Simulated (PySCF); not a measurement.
**Ionising Ge2**

PBE; Ge pcseg-1; no relativity (PySCF 2.14). Neutral (UKS): triplet (π ↑↑), Re = 2.430 Å, ωe = 273 cm⁻¹, De = 3.18 eV, HOMO -4.66 eV, LUMO -4.30 eV.

Ge₂⁺ (UKS): quartet (σ ↑, π ↑↑), Re = 2.459 Å, ωe = 239 cm⁻¹, De = 3.52 eV to Ge⁺ + Ge. The energies at the minima are -4152.87595 hartree for Ge2 and -4152.59654 for Ge₂⁺.

(1) Work out the adiabatic ionisation energy, without and with harmonic zero-point energies (1 hartree = 27.2114 eV, 1 eV = 8065.5 cm⁻¹), and the change of the bond length.

Spin–orbit coupling is left out. States were picked by a PBE0 search and need not be the measured ground states.

Answers

(1) At PBE: 0.27941 hartree = 7.603 eV between the minima; the zero-point term (239.0 − 273.0)/2 cm⁻¹ = -0.002 eV makes it 7.601 eV. Re changes by +2.9 pm against the neutral. The electron leaves a σ orbital, and the longer bond of the ion fits a bonding orbital, or a change in how ionic the bond is.
